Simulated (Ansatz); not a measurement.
Cartesian coordinates in Å:
```
F -0.973 1.278 -1.584
Si -0.344 1.098 -0.130
Cl -1.809 1.459 1.254
Si 0.371 -1.113 0.158
Cl 1.905 -1.487 -1.162
H 0.708 2.126 0.034
H 0.879 -1.301 1.539
H -0.737 -2.060 -0.110
```

Total charge 0; spin multiplicity 1.

(1) List the ωB97M-V/def2-TZVPP orbital energies in eV (the Gaussian-basis code of Ansatz). (Best estimate.)

## Answers

(1) The calculation gave: Occupied: -2772.35, -2772.22, -1809.05, -1808.27, -677.93, -262.76, -262.62, -200.22, -200.11, -200.11, -200.09, -199.97, -199.97, -149.94, -149.28, -104.10, -104.06, -104.00, -103.44, -103.37, -103.36, -36.49, -26.31, -26.14, -19.10, -17.79, -15.93, -15.80, -15.45, -13.69, -13.52, -13.15, -12.91, -12.27, -12.05, -11.54, -10.38. Lowest empty: 0.81, 1.08, 2.07, 2.72, 2.95, 3.61, 4.09, 5.01.
